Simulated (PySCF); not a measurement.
Ca(OH)₂: from structure and modes to constants

Computed with BP86/[Ca def2-TZVP, O def2-TZVP, H def2-TZVP], no relativity, density fitting, PySCF.

The singlet minimum has C2v symmetry. Masses (u): Ca 39.96259, O 15.99492, H 1.00782.

```xyz
5
charge 0 multiplicity 1, angstrom
Ca    0.1164    0.0000    0.0000
O    -0.1268   -2.0190    0.0000
O    -0.1268    2.0190    0.0000
H    -0.3004   -2.9678    0.0000
H    -0.3004    2.9678    0.0000
```

Harmonic wavenumbers (cm⁻¹): 31.6 (a1, ×1), 429.7 (a1, ×1), 430.1 (b1, ×1), 442.6 (b2, ×1), 445.4 (a2, ×1), 527.6 (a1, ×1), 624.3 (b2, ×1), 3816.7 (a1, ×1), 3816.9 (b2, ×1).

Question: Find the principal moments of inertia and the rotational constants. What kind of rotor is it?

Answer: About the centre of mass I = 1.238, 148.16, 149.4 u Å². With B = 16.8576/I this gives 13.62, 0.1138, 0.1128 cm⁻¹. The molecule is an asymmetric top with κ = -1.00.

Question: Find the vibrational entropy and heat capacity at 298.15 K.

Answer: With u = 1.43878 ω/T, each mode gives S = R[u/(eᵘ−1) − ln(1−e⁻ᵘ)] and C = R u² eᵘ/(eᵘ−1)².
| ω (cm⁻¹) | u | S (J/(mol K)) | C (J/(mol K)) |
| --- | --- | --- | --- |
| 31.6 | 0.152 | 23.97 | 8.30 |
| 429.7 | 2.074 | 3.60 | 5.88 |
| 430.1 | 2.076 | 3.59 | 5.88 |
| 442.6 | 2.136 | 3.42 | 5.76 |
| 445.4 | 2.150 | 3.39 | 5.74 |
| 527.6 | 2.546 | 2.48 | 4.97 |
| 624.3 | 3.013 | 1.71 | 4.10 |
| 3816.7 | 18.418 | 0.00 | 0.00 |
| 3816.9 | 18.419 | 0.00 | 0.00 |
The sums over all modes are S = 42.2 and C = 40.6 J/(mol K); the softest mode gives 57 % of the entropy.

Question: Give the standard entropy (298.15 K, 1 bar) by its translational, rotational, vibrational and spin parts, and Cp.

Answer: Sackur–Tetrode with M = 73.97 u gives 162.5; rotation with symmetry number 2 gives 85.2; vibration 42.2; spin R ln 1 = 0.0. The total is 289.9 J/(mol K), and Cp = 4 R + 40.6 = 73.9 J/(mol K).

Other isomers or separated fragments may lie lower.
